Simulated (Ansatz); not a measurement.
Consider the cleavage of the Si–Si bond: `C[Si](O)(F)[SiH3]` + `O[Si]Br` → `[SiH3]O[Si]Br` + `C[SiH](O)F`.

Program: Ansatz. Geometries: PBE0-D4/def2-TZVP. ΔE: electronic, gas phase. CCSD(T)/CBS is the MP2 limit (def2-TZVPP, def2-QZVPP) plus CCSD(T) − MP2 in def2-TZVPP, frozen cores. Functionals use def2-TZVPP. HSE06 is defined as in plane-wave codes. For Br outer-core shells are correlated without core-valence functions, which leaves a few kJ/mol of doubt a bond. Scalar relativity is left out up to krypton. Each species was taken in one conformer, which may not be the lowest.

`C[Si](O)(F)[SiH3]`:

Cartesian coordinates in Å:
```
C 0.918 -0.637 1.324
Si -0.444 -0.413 0.082
O -1.808 0.192 0.762
F -0.756 -1.875 -0.510
Si 0.065 1.017 -1.702
H 1.810 -1.054 0.850
H 0.610 -1.325 2.118
H 1.188 0.317 1.782
H -2.146 -0.215 1.562
H 1.256 0.505 -2.434
H 0.384 2.376 -1.187
H -1.077 1.112 -2.649
```

`O[Si]Br`:

Z-matrix (Å, degrees):
```
O
Si 1 1.636
H 1 0.963 2 120.7
Br 2 2.289 1 101.2 3 0.0
```

`[SiH3]O[Si]Br`:

Z-matrix (Å, degrees):
```
Si
O 1 1.663
H 1 1.482 2 109.6
H 1 1.482 2 109.5 3 121.3
H 1 1.481 2 106.8 3 -119.3
Si 2 1.626 1 144.1 3 -59.9
Br 6 2.293 2 101.7 1 -0.0
```

`C[SiH](O)F`:

Z-matrix (Å, degrees):
```
C
Si 1 1.851
H 1 1.093 2 110.5
H 1 1.093 2 110.6 3 -119.8
H 1 1.093 2 111.4 3 119.7
O 2 1.634 1 113.2 3 179.7
F 2 1.601 1 107.2 3 -59.2
H 2 1.477 1 113.7 3 59.6
H 6 0.958 2 119.0 1 51.4
```

```csv
level,ΔE (kJ/mol)
r2SCAN0-D4,-104.6
HSE06-D4,-89.6
BHLYP-D4,-119.3
r2SCAN,-100.6
MP2/def2-SVP,-113.6
CCSD(T)/def2-SVP,-107.0
HF/def2-TZVPP,-133.7
CCSD/def2-TZVPP,-113.1
```

Q: What does CCSD(T)/CBS give? (Estimate.)

A: The calculation gave: -109.8 kJ/mol. The listed levels differ from it by 5.2, 20.2, -9.5, 9.2, -3.8, 2.8, -23.9, -3.3 kJ/mol.

Largest T1 diagnostic among the species: 0.012.

From BLYP to BHLYP (50 % exact exchange), in def2-TZVPP and without D4, ΔE moves by −18.8 kJ/mol. In def2-TZVPP, CCSD(T) changes the Hartree–Fock value by +23.8 kJ/mol (the triples alone add +3.1 kJ/mol) and MP2 by +15.5 kJ/mol. Leaving LDA and LC-ωPBE aside and taking each functional with its dispersion term where it has one, the values, not all of them listed here, spread over 38.8 kJ/mol, from BHLYP-D4 to PBE-D4.
